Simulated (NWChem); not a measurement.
## Correlation energy of Te (-1)

SMILES: [Te-]
```xyz
1

Te     0.0000     0.0000     0.0000
```
Charge -1, spin multiplicity 2.

The numbers come from NWChem runs, not from measurements.

Basis set: def2-SVPD. Each correlation energy counts from its own Hartree-Fock reference.

```csv
method,correlation energy (mHa)
CCSD(T) on UHF,-120.7
CCSD on ROHF,-120.5
CCSD on UHF,-117.6
SCS-UMP2,-99.6
UMP2,-105.5
CCSD[T] on ROHF,-123.9
CCSD[T] on UHF,-120.8
CCSD(T) on ROHF,-123.8
```

The values span 24.3 mHa, from CCSD[T] on ROHF (lowest) to SCS-UMP2 (highest). 

Effective core potentials replace the inner electrons of Te; spin-orbit coupling is left out. The correlated methods keep 4 core orbitals frozen. The stability of the SCF solutions was not checked. Open-shell Hartree-Fock references start from PBE0 orbitals. Coupled-cluster values serve here as a point of comparison, not as the truth.
